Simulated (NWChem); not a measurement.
System: C3ClF3; SMILES FC(F)=C=C(F)Cl

Parts of the log:

```
             Northwest Computational Chemistry Package (NWChem) 7.3.0
             --------------------------------------------------------

                             Geometry "geometry" -> ""
                             -------------------------

 Output coordinates in angstroms (scale by  1.889725989 to convert to a.u.)

  No.       Tag          Charge          X              Y              Z
 ---- ---------------- ---------- -------------- -------------- --------------
    1 F                    9.0000     0.15558000     2.38896100    -1.08324900
    2 C                    6.0000     0.02828000     1.63817800     0.00000000
    3 F                    9.0000     0.15558000     2.38896100     1.08324900
    4 C                    6.0000    -0.19053200     0.35562900     0.00000000
    5 C                    6.0000    -0.38912600    -0.92782100     0.00000000
    6 F                    9.0000    -1.59440700    -1.49944800     0.00000000
    7 Cl                  17.0000     0.86932600    -2.13224200     0.00000000

 Effective nuclear repulsion energy (a.u.)     332.7528742586

  xc_inp: hfexch multiplicative factor not found.

                                 NWChem DFT Module
                                 -----------------

 Summary of "ao basis" -> "ao basis" (spherical)
 ------------------------------------------------------------------------------
       Tag                 Description            Shells   Functions and Types
 ---------------- ------------------------------  ------  ---------------------
 F                           6-31g*                  6       14   3s2p1d
 C                           6-31g*                  6       14   3s2p1d
 Cl                          6-31g*                  8       18   4s3p1d

            General Information
            -------------------
          SCF calculation type: DFT
          Wavefunction type:  closed shell.
          No. of atoms     :     7
          No. of electrons :    62
           Alpha electrons :    31
            Beta electrons :    31
          Charge           :     0
          Spin multiplicity:     1
          Use of symmetry is: off; symmetry adaption is: off
          Maximum number of iterations: 150
          AO basis - number of functions:   102
                     number of shells:    44
          Convergence on energy requested:  1.00D-06
          Convergence on density requested:  1.00D-05
          Convergence on gradient requested:  5.00D-04

              XC Information
              --------------
                     Hartree-Fock (Exact) Exchange  1.000

      Superposition of Atomic Density Guess
      -------------------------------------

 Sum of atomic energies:        -870.54834123

      Non-variational initial energy
      ------------------------------

 Total energy =    -872.982884
 1-e energy   =   -1867.454239
 2-e energy   =     661.718480
 HOMO         =      -0.264291
 LUMO         =       0.056981

     ---------------------------------------------
      Total Density - Mulliken Population Analysis
     ---------------------------------------------

    Atom       Charge   Shell Charges
 -----------   ------   -------------------------------------------------------
    1 F    9     9.43   2.00  0.94  3.38  1.01  2.10  0.01
    2 C    6     4.85   2.00  0.61  1.32  0.39  0.42  0.11
    3 F    9     9.43   2.00  0.94  3.38  1.01  2.10  0.01
    4 C    6     6.46   2.00  0.73  2.18  0.52  1.01  0.02
    5 C    6     5.25   2.00  0.63  1.37  0.49  0.68  0.08
    6 F    9     9.43   2.00  0.94  3.38  1.00  2.09  0.01
    7 Cl  17    17.16   2.00  2.00  5.98  1.38  3.62  0.53  1.63  0.02

[...]

                     NWChem Electrostatic Potential Fit Module
                     -----------------------------------------

 Atom parameters

 Number of atoms is                                    7
 Number of basis functions is                        102

 Grid parameters

 Maximum number of grid points is                  34221
 Number of grid points is                          34220
 Grid range                                     0.300000 nm
 Grid spacing                                   0.020000 nm
 Probe radius                                   0.070000 nm
 Atom radius factor                             1.000000

 Atomic radii

    6    0.147000
    9    0.128000
   17    0.169000
 FASTESP  F
  using M.O. file = ./job.movecs

    Atom              Coordinates                           Charge

                                                  ESP

    1 F     0.015558    0.238896   -0.108325   -0.208228
    2 C     0.002828    0.163818    0.000000    0.692675
    3 F     0.015558    0.238896    0.108325   -0.208411
    4 C    -0.019053    0.035563    0.000000   -0.478044
    5 C    -0.038913   -0.092782    0.000000    0.491679
    6 F    -0.159441   -0.149945    0.000000   -0.188137
    7 Cl    0.086933   -0.213224    0.000000   -0.101534
                                            ------------
                                               -0.000000

 Dipole moment                                  0.127120

 Quadrupole moment Qxx                          2.049720
                   Qyy                         -4.052645
                   Qzz                          2.002926

 RMS deviation kJ/mol                           0.072677

 RRMS %                                        51.634258
```

Level: Hartree-Fock/6-31G* (spherical d). Structure relaxed at the B3LYP/6-31G* (spherical d) level.

**Question.** Reconstruct the input file.

**Answer.** Several could match; the one computed here: the input that was run:
```
start job
memory heap 200 mb stack 900 mb global 1100 mb
geometry units angstroms noautosym nocenter noautoz
  F      0.155580     2.388961    -1.083249
  C      0.028280     1.638178     0.000000
  F      0.155580     2.388961     1.083249
  C     -0.190532     0.355629     0.000000
  C     -0.389126    -0.927821     0.000000
  F     -1.594407    -1.499448     0.000000
  Cl     0.869326    -2.132242     0.000000
end
basis spherical
  F library 6-31g*
  C library 6-31g*
  Cl library 6-31g*
end
dft
  xc hfexch
  iterations 150
  mulliken
end
task dft energy
esp
  recalculate
  probe 0.07
  range 0.3
  factor 1.0
  spacing 0.02
end
task esp
```
